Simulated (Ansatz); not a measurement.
CHClGeN (`N#[C][GeH][Cl]`) radical, 5 atoms. Total charge 0; spin multiplicity 2. Correlated methods include outer-core shells of Ge, which these sets cover unevenly. Scalar relativity is left out up to krypton. All runs use 4 threads of an Intel Xeon on a shared host. Correlated methods freeze the cores. Open-shell runs search over several starts.

Q: Give the basis size and wall time and peak host memory of each of these runs in Ansatz. UKS r2SCAN-D4/def2-TZVPP energy and forces; UHF-CCSD(T)/def2-SVP energy; UKS PBE0-D4/def2-SVP energy; UKS PBE-D4/def2-TZVPP energy and forces; UKS ωB97M-V/def2-SVP energy; direct RPA on PBE orbitals/def2-TZVPP energy; UKS HSE06 (plane-wave form)-D4/def2-TZVPP energy; UKS PBE0-D4/def2-QZVPP energy; UKS B3LYP-D4/def2-TZVPP energy and forces; UKS PBE0-D4/def2-TZVP relaxation (6 steps); UHF-CCSD(T)/def2-TZVPP energy; UKS ωB97M-V/def2-QZVPP energy. (An estimate is asked.)

A: The calculation gave: Other jobs shared the machine, so times are rough.

| level | job | functions | wall time | peak host memory (GiB) |
| --- | --- | --- | --- | --- |
| UKS PBE0-D4/def2-SVP | energy | 83 | 1.2 s | 0.34 |
| UKS PBE-D4/def2-TZVPP | energy and forces | 166 | 1.6 s | 0.24 |
| UKS HSE06 (plane-wave form)-D4/def2-TZVPP | energy | 166 | 2.9 s | 0.57 |
| UKS B3LYP-D4/def2-TZVPP | energy and forces | 166 | 3 s | 0.54 |
| UKS r2SCAN-D4/def2-TZVPP | energy and forces | 166 | 3.4 s | 0.28 |
| direct RPA on PBE orbitals/def2-TZVPP | energy | 166 | 3.6 s | 0.47 |
| UKS ωB97M-V/def2-SVP | energy | 83 | 4.1 s | 0.4 |
| UHF-CCSD(T)/def2-SVP | energy | 83 | 5.5 s | 0.48 |
| UKS PBE0-D4/def2-QZVPP | energy | 303 | 6.5 s | 1.1 |
| UKS ωB97M-V/def2-QZVPP | energy | 303 | 13 s | 1.4 |
| UKS PBE0-D4/def2-TZVP | relaxation (6 steps) | 153 | 18 s | 0.53 |
| UHF-CCSD(T)/def2-TZVPP | energy | 166 | 62 s | 3.4 |

B3LYP here is the variant with VWN-RPA as its local correlation; programs differ in this.
